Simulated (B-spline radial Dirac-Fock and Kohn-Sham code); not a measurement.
## The L2 (2p1/2) level from Tc to Ce

Method: Dirac-Fock (average of configuration) total-energy differences with a finite nucleus, the Breit interaction including its frequency dependence, and self-energy and vacuum-polarisation corrections. Computed with a B-spline atomic structure program. Free neutral atoms, energies in eV. The model has no electron correlation. Relaxation, Breit and QED are contributions to the binding energy. "Screened" places the removed electron in the lowest shell with room, a model of an edge from the Fermi level; tabulated edges (Elam, Ravel and Sieber 2002) are for the standard state, and for monatomic gases they compare with the unscreened value. A dash: no value, or a hole state left out as unreliable.

```
 Z  element  binding  relaxation   Breit   QED  screened  tabulated edge
43       Tc   2807.1       -35.0   -5.70  0.22    2795.3            2793
44       Ru   2976.6       -36.5   -6.21  0.23    2967.2            2967
45       Rh   3156.2       -37.2   -6.75  0.24    3145.9            3146
46       Pd   3336.7       -38.7   -7.33  0.25    3330.5            3330
47       Ag   3532.7       -38.8   -7.92  0.27    3525.6            3524
48       Cd   3735.8       -38.9   -8.56  0.29    3730.7            3727
49       In   3947.2       -39.3   -9.23  0.30    3940.9            3938
50       Sn   4165.4       -39.6   -9.93  0.32    4157.8            4156
51       Sb   4390.4       -40.0  -10.68  0.33    4381.6            4380
52       Te   4622.5       -40.3  -11.47  0.34    4612.2            4612
53        I   4861.5       -40.7  -12.30  0.35    4849.8            4852
54       Xe   5107.6       -41.0  -13.17  0.37    5104.1            5107
55       Cs   5366.6       -41.4  -14.09  0.38    5362.4            5359
56       Ba   5633.2       -41.7  -15.06  0.39    5629.4            5624
57       La   5904.8       -42.3  -16.08  0.40    5897.9            5891
58       Ce   6174.7       -43.6  -17.15  0.40    6167.9            6164
```

Q: With what power of Z do the binding energy and the Breit term grow over this range?

A: Between the end points the binding energy grows as Z^2.63 and the Breit term as Z^3.68.
